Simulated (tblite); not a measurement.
Compound: C4H14SSi2.
Atom-mapped SMILES: `[CH3:1][CH2:2][S:3][CH2:4][SiH2:5][CH2:6][SiH3:7]` (hydrogens: H8, H9, H10 on C1; H11, H12 on C2; H13, H14 on C4; H15, H16 on Si5; H17, H18 on C6; H19, H20, H21 on Si7)

Computed with GFN2-xTB (tblite), gas phase: L-BFGS steps from a force-field or distance-geometry start until the largest atomic force falls under 0.01 eV/Å.

Step 72: E = -609.0472 eV
```
atom  x, y, z in Å  |  force x, y, z in eV/Å
C1     -3.5948   -0.4518   -0.6935    0.082   0.017   0.118
C2     -2.5687   -0.4137    0.4235    0.056   0.040   0.069
S3     -1.8537    1.2697    0.6097   -0.032  -0.048  -0.011
C4     -0.0932    0.8785    0.8875    0.076  -0.032   0.010
Si5     0.7473    0.4301   -0.7610    0.096   0.006  -0.044
C6      2.6224    0.0879   -0.6136   -0.062  -0.015  -0.006
Si7     3.3891   -0.2904    1.0923   -0.069  -0.018  -0.085
H8     -4.0701   -1.4282   -0.7231   -0.023  -0.063  -0.029
H9     -4.3570    0.3025   -0.5197   -0.031   0.020  -0.022
H10    -3.1211   -0.2570   -1.6498    0.023   0.035  -0.067
H11    -3.0284   -0.6796    1.3774    0.011   0.037  -0.001
H12    -1.7332   -1.0843    0.2305   -0.052  -0.017  -0.029
H13     0.3282    1.7802    1.3249   -0.005   0.046  -0.026
H14    -0.0449    0.1001    1.6450   -0.026  -0.036   0.014
H15     0.5083    1.5521   -1.6745   -0.021  -0.009  -0.014
H16     0.0744   -0.7711   -1.2897    0.048   0.033   0.001
H17     3.1667    0.9306   -1.0472   -0.107  -0.076   0.039
H18     2.8298   -0.7581   -1.2722   -0.004   0.079   0.031
H19     4.0126    0.9143    1.6385    0.011   0.034   0.006
H20     4.3991   -1.3368    0.9109    0.019   0.013   0.056
H21     2.3785   -0.7582    2.0446    0.009  -0.045  -0.010
```

Step 73: E = -609.0475 eV
```
atom  x, y, z in Å  |  force x, y, z in eV/Å
C1     -3.5918   -0.4482   -0.7038    0.013   0.022   0.081
C2     -2.5764   -0.4033    0.4238    0.062   0.059   0.084
S3     -1.8592    1.2811    0.6032   -0.028  -0.067  -0.019
C4     -0.0982    0.8977    0.8947    0.058  -0.031   0.017
Si5     0.7451    0.4190   -0.7437    0.102   0.012  -0.048
C6      2.6238    0.0878   -0.6083   -0.057  -0.012  -0.031
Si7     3.4091   -0.3087    1.0847   -0.045  -0.039  -0.004
H8     -4.0945   -1.4151   -0.6971    0.023   0.044  -0.080
H9     -4.3382    0.3343   -0.5616    0.070  -0.085  -0.037
H10    -3.1054   -0.2969   -1.6663   -0.039  -0.005   0.067
H11    -3.0500   -0.6567    1.3761    0.038   0.045  -0.045
H12    -1.7393   -1.0787    0.2483   -0.098   0.007  -0.020
H13     0.3144    1.8116    1.3154    0.010   0.018  -0.019
H14    -0.0521    0.1317    1.6654   -0.011  -0.012   0.016
H15     0.4856    1.5172   -1.6812   -0.006  -0.019  -0.012
H16     0.0765   -0.7998   -1.2363    0.054   0.028  -0.011
H17     3.1642    0.9367   -1.0359   -0.123  -0.074   0.044
H18     2.8300   -0.7491   -1.2799   -0.010   0.083   0.044
H19     3.9340    0.9248    1.6893   -0.035  -0.110  -0.045
H20     4.4997   -1.2747    0.8533   -0.103   0.130   0.107
H21     2.4140   -0.8940    2.0004    0.125   0.008  -0.089
```

Step 74: E = -609.0516 eV
```
atom  x, y, z in Å  |  force x, y, z in eV/Å
C1     -3.5883   -0.4472   -0.7004   -0.021   0.031   0.081
C2     -2.5713   -0.4056    0.4253    0.034   0.058   0.070
S3     -1.8572    1.2780    0.6056   -0.013  -0.052  -0.024
C4     -0.0944    0.8951    0.8896    0.002  -0.013   0.016
Si5     0.7450    0.4230   -0.7505    0.068   0.020  -0.020
C6      2.6175    0.0822   -0.6026   -0.021   0.008  -0.062
Si7     3.4072   -0.3095    1.0878   -0.114   0.042  -0.147
H8     -4.0788   -1.4191   -0.7055    0.011   0.002  -0.087
H9     -4.3458    0.3219   -0.5507    0.055  -0.052   0.001
H10    -3.1095   -0.2734   -1.6615    0.005  -0.025   0.033
H11    -3.0433   -0.6600    1.3782    0.041   0.032  -0.050
H12    -1.7373   -1.0831    0.2434   -0.084   0.019  -0.007
H13     0.3143    1.8107    1.3096    0.031  -0.003   0.008
H14    -0.0505    0.1239    1.6548    0.015   0.007   0.037
H15     0.4780    1.5223   -1.6830    0.015   0.001  -0.024
H16     0.0772   -0.7890   -1.2497    0.020  -0.030  -0.030
H17     3.1573    0.9310   -1.0270   -0.082  -0.031   0.016
H18     2.8271   -0.7508   -1.2758   -0.009   0.043   0.025
H19     3.9450    0.9155    1.6708    0.039   0.072   0.039
H20     4.4781   -1.2809    0.8765    0.078  -0.033   0.040
H21     2.4210   -0.8682    2.0054   -0.071  -0.097   0.083
```

Task: Estimate the geometry and energy of step 75. (The exact step hangs on the optimiser's Hessian estimate; all steps are aligned on step 74, rigid shifts and turns removed.)

Result: E = -609.0539 eV, largest force 0.109 eV/Å
```
atom  x, y, z in Å  |  force x, y, z in eV/Å
C1     -3.5862   -0.4450   -0.7028    0.043   0.015   0.085
C2     -2.5708   -0.4018    0.4241    0.014   0.038   0.043
S3     -1.8618    1.2814    0.6089    0.005  -0.024  -0.024
C4     -0.0969    0.9054    0.8926    0.008  -0.010   0.017
Si5     0.7416    0.4180   -0.7447    0.016   0.020  -0.014
C6      2.6126    0.0799   -0.5993   -0.019  -0.003  -0.035
Si7     3.4102   -0.3143    1.0850   -0.052  -0.014  -0.063
H8     -4.0696   -1.4172   -0.7174   -0.024  -0.086  -0.063
H9     -4.3470    0.3152   -0.5536   -0.033   0.044   0.037
H10    -3.1102   -0.2640   -1.6611    0.066  -0.006  -0.044
H11    -3.0451   -0.6609    1.3732    0.030   0.029  -0.005
H12    -1.7365   -1.0775    0.2420   -0.063   0.007  -0.008
H13     0.3101    1.8273    1.3024    0.021  -0.023   0.000
H14    -0.0502    0.1423    1.6667    0.022   0.018   0.020
H15     0.4763    1.5063   -1.6915    0.009  -0.004  -0.013
H16     0.0709   -0.7998   -1.2297    0.036  -0.015  -0.027
H17     3.1512    0.9281   -1.0236   -0.065   0.000   0.000
H18     2.8217   -0.7525   -1.2716   -0.006   0.017  -0.005
H19     3.9273    0.9163    1.6832    0.015   0.019   0.014
H20     4.5047   -1.2639    0.8527   -0.006   0.040   0.067
H21     2.4388   -0.9065    2.0047   -0.015  -0.063   0.019
```

The energy changes by -0.0023 eV. The first-order estimate −F·Δx gives -0.0040 eV and the mean of the old and new forces, exact on a quadratic surface, -0.0022 eV. The step makes an angle of 83° with the force vector and moves no atom by more than 0.042 Å.

What follows is the cost of the whole relaxation. The run took 2.5 s wall on one thread, Intel Xeon at 2.70 GHz (x86_64), shared host with 64 logical CPUs at a one-minute load of 59.
